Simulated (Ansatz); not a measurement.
F3Si, doublet, geometry from GFN2-xTB.

Ansatz (a program for electronic structure) was given this input:
Ansatz 0.2 input:
```yaml
crystal:
  periodic: [false, false, false]
  atoms:
    - {symbol: F, position_ang: [1.45897544, 0.00611585, -0.16670084]}
    - {symbol: Si, position_ang: [-0.01625899, -0.01100853, 0.42782874]}
    - {symbol: F, position_ang: [-0.71842192, 1.26220476, -0.21712895]}
    - {symbol: F, position_ang: [-0.71526175, -1.25119624, -0.28168158]}
basis:
  gaussian:
    orbitals: def2-TZVP
hamiltonian:
  xc: {name: SVWN5}
magnetization: {spin_polarized: true, initial_magnetization: 1}
```

### Question
What total energy does SVWN5/def2-TZVP (Ansatz) give?

### Answer
-586.276989 Ha

### Question
What number of basis functions does SVWN5/def2-TZVP give?

### Answer
130

### Question
Estimate the <S^2> that SVWN5/def2-TZVP returns for this input.

### Answer
0.751
